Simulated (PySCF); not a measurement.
**How methods differ on the ionisation energy of Pb⁸⁰⁺**

Pb⁸⁰⁺ 1s2 (1S) → Pb⁸¹⁺ 1s1 (2S), as a difference of total energies. Computed with PySCF 2.14 in an uncontracted even-tempered set (16 s from 270 bohr⁻², ratio 2.2; 7 p from 400 bohr⁻², ratio 2.4; 4 d from 1200 bohr⁻², ratio 2.4; 3 f from 1800 bohr⁻², ratio 2.4; 3 g from 2700 bohr⁻², ratio 2.4), with scalar relativity by spin-free X2C-1e. Correlated levels: nothing frozen; virtual orbitals above 40 to 60 times the deepest correlated orbital energy dropped. The calculations carry no spin-orbit coupling.

```json
{"method": "UHF", "ionisation energy (eV)": "99767.7", "difference from reference (eV)": "+275.9"}
{"method": "MP2 (all electrons)", "ionisation energy (eV)": "99769.9", "difference from reference (eV)": "+278.1"}
{"method": "SCS-MP2 (all electrons)", "ionisation energy (eV)": "99770.4", "difference from reference (eV)": "+278.6"}
{"method": "CCSD (all electrons)", "ionisation energy (eV)": "99769.9", "difference from reference (eV)": "+278.1"}
```

Reference: 99491.8 ± 0.3 eV (theoretical estimate listed by NIST; NIST Atomic Spectra Database, ionization energies).

For this ion Breit and QED terms and the two-electron picture change, all absent here, outweigh the differences among the correlated methods.

With two correlated electrons CCSD is exact in that space.
